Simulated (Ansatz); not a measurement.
Saddle point of GaNH₆, singlet (GaNH₄ ([NH2][GaH2]) + H₂ → GaH₃ + NH₃ (still joined by a long Ga–N bond); bonds formed: Ga1–H6, N2–H5; bonds broken: H5–H6; bonds weakened to dative contacts: Ga1–N2), PBE0-D4/def2-TZVP structure:

Ga1  (-0.802, 0.335, -0.432)
N2  (1.056, -0.031, 0.131)
H3  (-1.212, -0.402, -1.745)
H4  (-1.388, 1.648, 0.173)
H5  (0.030, -0.753, 0.809)
H6  (-0.929, -0.945, 0.925)
H7  (1.674, -0.530, -0.494)
H8  (1.571, 0.678, 0.632)
(Å)

Energies are electronic, without zero-point energy. Barriers and step energies count from the start structure reached by relaxing down the imaginary mode; all methods use the PBE0-D4 structures, on which another method's saddle can fall below an end. Computed with Ansatz 0.2.0 (basis: def2-TZVPP, with def2-QZVPP for the basis limit); correlated methods freeze the cores. Filled d shells of the heavier atoms are correlated. The def2 sets are not built for correlating such inner shells, so the correlated values are less sure here. B3LYP uses VWN-RPA correlation. Extrapolation: Hartree–Fock as exp(−7.88 √X), correlation as X^−2.97.

```tsv
method	barrier (eV)	step energy (eV)
SPW92	?	-0.829
PBE-D4	0.825	-0.618
BLYP-D4	1.008	-0.503
r2SCAN-D4	0.880	-0.670
B97M-V	0.923	-0.781
PBE0-D4	0.886	-0.706
B3LYP-D4	1.034	-0.594
r2SCAN0-D4	0.930	-0.725
BHLYP-D4	1.117	-0.688
CAM-B3LYP-D4	1.032	-0.654
wB97X-V	?	-0.663
wB97M-V	?	-0.659
B2PLYP	1.078	-0.592
PBE-QIDH	0.979	-0.711
RPA on PBE	1.085	-0.618
HF	1.443	-0.689
MP2	1.078	-0.589
CCSD	1.125	-0.673
CCSD(T)	1.073	-0.655
```

Fill in the withheld barriers. (Judge from chemistry; the value comes from the calculation.)

Computed: wB97X-V 1.046; wB97M-V 1.040; SPW92 0.497 eV. Each is the energy of the saddle less that of the start structure, by the same method.

For comparison, the barrier by CCSD(T) at an estimated basis limit (MP2 extrapolated from triple and quadruple zeta, plus CCSD(T) − MP2 in triple zeta) is 1.095 eV.

T1 diagnostic: at most 0.015.

Labels in which every atom is bracketed show which atoms are joined, not bond orders.

For scale, one of the runs: CCSD(T)/def2-TZVPP, 163 basis functions, launched by `ansatz run in.yaml --threads 2 --pin off --events-out ev --progress --plain --max-ram 4352MiB`. Time: 34 s of wall clock on 2 CPU threads of an Intel Xeon Platinum 8375C; the host was shared. Peak host memory: 1.2 GiB.
